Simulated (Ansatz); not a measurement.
Start from `[CH3][In]([SH])[Br]` and change one element to get `CB(S)Br`.

Ansatz, PBE0-D4/def2-TZVP geometries, multiplicity 1. Each molecule was computed in one conformer, which needn't be the lowest.

Elements past krypton have def2 core potentials. Scalar relativity is left out up to krypton.

| property | `[CH3][In]([SH])[Br]` |
| --- | --- |
| LUMO energy (B3LYP/def2-TZVPP) / eV | -1.64 |
| LUMO energy (ωB97M-V/def2-TZVPP) / eV | 0.21 |
| HOMO–LUMO gap (PBE0/def2-TZVPP) / eV | 6.28 |
| HOMO energy (PBE/def2-TZVPP) / eV | -6.42 |
| HOMO energy (B3LYP/def2-TZVPP) / eV | -7.37 |
| HOMO–LUMO gap (B3LYP/def2-TZVPP) / eV | 5.73 |

Give the same properties after the change, and the shifts. (Best estimate.)

Ansatz gave: 
```csv
property,`CB(S)Br`,shift
LUMO energy (B3LYP/def2-TZVPP) / eV,-1.18,0.46
LUMO energy (ωB97M-V/def2-TZVPP) / eV,1.02,0.81
HOMO–LUMO gap (PBE0/def2-TZVPP) / eV,6.97,0.69
HOMO energy (PBE/def2-TZVPP) / eV,-6.80,-0.38
HOMO energy (B3LYP/def2-TZVPP) / eV,-7.73,-0.36
HOMO–LUMO gap (B3LYP/def2-TZVPP) / eV,6.55,0.82
```

With PBE0 the HOMO falls by 0.36 eV and the LUMO rises by 0.34 eV, so the gap widens by about 0.70 eV. PBE moves the HOMO by -0.38 eV and ωB97M-V by -0.31 eV.

B3LYP here is the variant with VWN-RPA as its local correlation; programs differ in this.

Spin–orbit coupling is left out; it splits and shifts lone-pair levels of the heavy atoms by tenths of an eV.
